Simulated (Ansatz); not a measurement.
`BC(F)[SiH2]F` → `BC(F)F` + `[SiH2]`  (silylene formation by 1,1-elimination)

Calculated with Ansatz (gas phase, PBE0-D4/def2-TZVP geometries, no zero-point term in ΔE). CCSD(T)/CBS adds triple-zeta CCSD(T) − MP2 to the extrapolated MP2 energy (def2 sets, frozen cores). This one scheme is used for every species. Functionals use def2-TZVPP. Each species was taken in one conformer, which may not be the lowest.

`BC(F)[SiH2]F`:

Cartesian coordinates in Å:
```
B 0.601 0.507 -1.321
C 0.118 0.802 0.095
F -0.957 1.688 0.222
Si -0.486 -0.863 0.824
F 0.800 -1.737 1.195
H 1.562 -0.196 -1.432
H -0.001 0.882 -2.280
H 0.918 1.111 0.782
H -1.247 -0.565 2.056
H -1.309 -1.630 -0.140
```

`BC(F)F`:

Cartesian coordinates in Å:
```
B -0.555 -0.604 0.464
C 0.369 0.408 -0.315
F 0.933 1.367 0.475
F 1.383 -0.186 -1.008
H -0.720 -1.695 0.016
H -1.146 -0.223 1.425
H -0.264 0.933 -1.057
```

`[SiH2]`:

Z-matrix (Å, degrees):
```
Si
H 1 1.525
H 1 1.525 2 91.2
```

| level | ΔE (kJ/mol) | difference from CCSD(T)/CBS |
| --- | --- | --- |
| LDA (SPW92) | 458.7 | 20.8 |
| PBE0-D4 | 438.7 | 0.8 |
| BHLYP-D4 | 437.3 | -0.6 |
| CAM-B3LYP-D4 | 434.7 | -3.2 |
| revPBE | 405.3 | -32.6 |
| BHLYP | 426.7 | -11.2 |
| CAM-B3LYP | 427.7 | -10.2 |
| RPA@PBE/def2-TZVPP | 399.3 | -38.6 |
| HF/def2-SVP | 371.8 | -66.1 |
| MP2/def2-SVP | 415.5 | -22.4 |
| CCSD/def2-SVP | 382.5 | -55.4 |
| CCSD(T)/def2-SVP | 385.7 | -52.2 |
| SCS-MP2/def2-TZVPP | 435.8 | -2.1 |
| HF/def2-QZVPP | 406.6 | -31.3 |
| MP2/CBS(def2) | 466.6 | 28.7 |
| CCSD/CBS(def2) | 433.1 | -4.8 |
| CCSD(T)/CBS | 437.9 | 0 |

Largest T1 diagnostic among the species: 0.014.

At CCSD(T), def2-SVP lies −52.2 kJ/mol from the extrapolated value and def2-TZVPP −13.4 kJ/mol. From BLYP to BHLYP (50 % exact exchange), in def2-TZVPP and without D4, ΔE moves by +25.3 kJ/mol.
